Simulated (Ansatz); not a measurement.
`C#[C][Zr]([OH])([OH])[F]` + HI → `[OH][Zr]([OH])([F])[I]` + `C#C`  (ligand exchange at a Zr–C bond)

Computed with Ansatz on PBE0-D4/def2-TZVP structures; ΔE is electronic, products minus reactants. CCSD(T)/CBS adds triple-zeta CCSD(T) − MP2 to the extrapolated MP2 energy (def2 sets, frozen cores). This one scheme is used for every species. Functionals use def2-TZVPP. Elements past krypton have def2 core potentials. For I, Zr outer-core shells are correlated without core-valence functions, which leaves a few kJ/mol of doubt a bond. Each species was taken in one conformer, which may not be the lowest.

```csv
species,PBE-QIDH energy (Eh)
`C#[C][Zr]([OH])([OH])[F]`,-375.21115
HI,-298.16577
`[OH][Zr]([OH])([F])[I]`,-596.18281
`C#C`,-77.24436
```

Question: Work out ΔE.

Answer: ΔE = (-596.18281) + (-77.24436) − (-375.21115) − (-298.16577) = -0.05025 Eh = -1.37 eV. CCSD(T)/CBS gives -1.32 eV.

Largest T1 diagnostic among the species: 0.017.

From r2SCAN to r2SCAN0 (25 % exact exchange), in def2-TZVPP and without D4, ΔE moves by −0.04 eV. At CCSD(T), def2-SVP lies +0.10 eV from the extrapolated value and def2-TZVPP +0.07 eV. Leaving LDA and LC-ωPBE aside and taking each functional with its dispersion term where it has one, the values, not all of them listed here, spread over 0.16 eV, from PBE-QIDH to B97M-V. LDA lies −0.05 eV from PBE without D4.
